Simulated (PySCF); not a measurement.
C3HF5O.
Atom-mapped SMILES: `[F:1][C@@H:2]1[O:3][C@:4]1([F:5])[C:6]([F:7])([F:8])[F:9]`

Probes without a nucleus sit at each ring's centroid and 1 Å off its mean plane on both sides; NICS is minus the shielding there, NICSzz its component along the normal. Level: GIAO PBE0/pcSseg-1 (PySCF, non-relativistic, gas phase) on the GFN2-xTB geometry, one conformer.

Ring bond lengths (Å), with Mayer bond orders in brackets: C2–O3 1.382 (0.99), O3–C4 1.375 (0.94), C4–C2 1.467 (0.93).

Q: Give the NICS values of each ring in ppm.

A: 
| ring | type | NICS(0) | NICS(1), two faces | NICS(1)zz, two faces | rms pucker (Å) | centre to ring atoms, mean (Å) |
| --- | --- | --- | --- | --- | --- | --- |
| C2–O3–C4 | 3-membered ring with O; formal bonds all single | -40.8 | -6.7 / -6.4 | -17.6 / -16.6 | 0.00 | 0.81 |

Q: What can be read from them?

A: 
- C2–O3–C4: mean NICS(1)zz -17.1 ppm, shielded. C2, C4 have four or more neighbours; no verdict on aromaticity is drawn. NICS(0) lies 34 ppm below the mean NICS(1).

Q: At the second NICS(1) probe listed for ring C2–O3–C4, 1 Å off the ring, what do the in-plane components average?

A: The isotropic value is a third of the trace: (3 × -6.4 − (-16.6))/2 = -1.3 ppm.

Q: How shielded are the nuclei of the rings and their hydrogens (means over atoms taken as equivalent)?

A: 
```json
{"atoms": "C2", "environment": "sp3 C–F carbon", "σ isotropic (ppm)": "98.0"}
{"atoms": "O3", "environment": "epoxide oxygen", "σ isotropic (ppm)": "204.2"}
{"atoms": "C4", "environment": "sp3 C–F carbon", "σ isotropic (ppm)": "95.9"}
{"atoms": "H on C2", "environment": "methine hydrogen", "σ isotropic (ppm)": "26.15"}
```

On one thread, Arm Neoverse V1 (aarch64), shared host with 32 logical CPUs at a one-minute load of 17, this took 17 s wall and 0.72 GiB of memory at its peak. This is the whole shielding run at PBE0/pcSseg-1, SCF included.

The values belong to the conformer `[F:1][C@@H:2]1[O:3][C@:4]1([F:5])[C:6]([F:7])([F:8])[F:9]`: O3–C4–C6–F7 -146°.
